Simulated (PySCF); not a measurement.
**UHF on Ru³⁺ (ruthenium, charge +3)**

Configuration: [Kr] 4d5, high-spin 6S determinant. Computed with PySCF 2.14 in aug-cc-pVDZ-PP with ECP28MDF, with a scalar-relativistic core potential.

```
Total energy             : -92.061660 hartree
One-electron energy      : -145.8080 hartree
Hartree (Coulomb) energy : 62.4592 hartree
Exchange energy          : -8.7129 hartree
⟨S²⟩                     : 8.7501
⟨L²⟩                     : 0.000
Sum of ⟨r⟩               : 16.05 bohr
Sum of ⟨r²⟩              : 22.84 bohr²
Time after the integrals : 0.14 s of wall time on 1 thread of Intel(R) Xeon(R) Platinum 8375C CPU @ 2.90GHz (shared host)
```

```csv
shell,electrons,mean orbital energy (eV),"rms radius, mean of both spins (bohr)"
4s α,1,-133.12,1.09
4s β,1,-123.59,1.09
4p α,3,-98.481,1.20
4p β,3,-86.536,1.20
4d α,5,-46.169,1.54
```

Energies and moments cover only the electrons outside the core potential.
